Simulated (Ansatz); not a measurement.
Isolated molecules relaxed with PBE0-D4/def2-TZVP in Ansatz; ΔE leaves out vibrations. CCSD(T)/CBS adds triple-zeta CCSD(T) − MP2 to the extrapolated MP2 energy (def2 sets, frozen cores). This one scheme is used for every species, atoms too. No spin–orbit coupling; open shells (•) take unrestricted orbitals. Bonds to Ge are less sure, by a few kJ/mol each and by 10 to 20 or more in all where they break to atoms, as the def2 sets lack core-valence functions. Scalar relativity is left out up to krypton.

`[Cl][GeH2][Cl]` → `[Cl][GeH][Cl]`• + H•  (homolysis of the Ge–H bond)

```tsv
species	CCSD(T)/def2-TZVPP energy (Eh)
`[Cl][GeH2][Cl]`	-2996.34056
`[Cl][GeH][Cl]`•	-2995.70134
H•	-0.49981
```

Question: Work out ΔE.

Answer: ΔE = (-2995.70134) + (-0.49981) − (-2996.34056) = 0.13941 Eh = +366.0 kJ/mol. CCSD(T)/CBS gives +372.6 kJ/mol.

Largest T1 diagnostic among the species: 0.013.

From BLYP to BHLYP (50 % exact exchange), in def2-TZVPP and without D4, ΔE moves by +22.8 kJ/mol. At CCSD(T), def2-SVP lies −17.0 kJ/mol from the extrapolated value and def2-TZVPP −6.6 kJ/mol: correlation converges slowly with the basis, and small sets miss more of it in the bonded molecule than in its fragments.
